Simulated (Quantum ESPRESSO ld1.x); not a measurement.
Values are calculated unless marked as measured or tabulated.
Problem. Species: Mg3+. Configuration: [He] 2s2 2p5. Level of theory: non-relativistic Kohn-Sham, OLYP, spin-unpolarised, spherical densities, point nucleus (ld1.x of Quantum ESPRESSO 7.5). Some entries of the table are withheld. Estimate them.

| orbital | occ. | eigenvalue (Ry) | r(max) (bohr) | <r^2> (bohr^2) |
|---|---|---|---|---|
| 1s | 2 | -96.6442 | 0.085 | 0.02304 |
| 2s | 2 | -9.50218 | 0.537 | 0.5378 |
| 2p | 5 | -7.09717 | (1) | 0.5181 |
| 3s | 0 | (2) | 1.92 | (3) |
| 3p | 0 | (4) | (5) | 6.000 |

Solution. 
(1) 2p r(max) (bohr): 0.465
(2) 3s eigenvalue (Ry): -2.42612
(3) 3s <r^2> (bohr^2): 5.012
(4) 3p eigenvalue (Ry): -1.93118
(5) 3p r(max) (bohr): 2.06
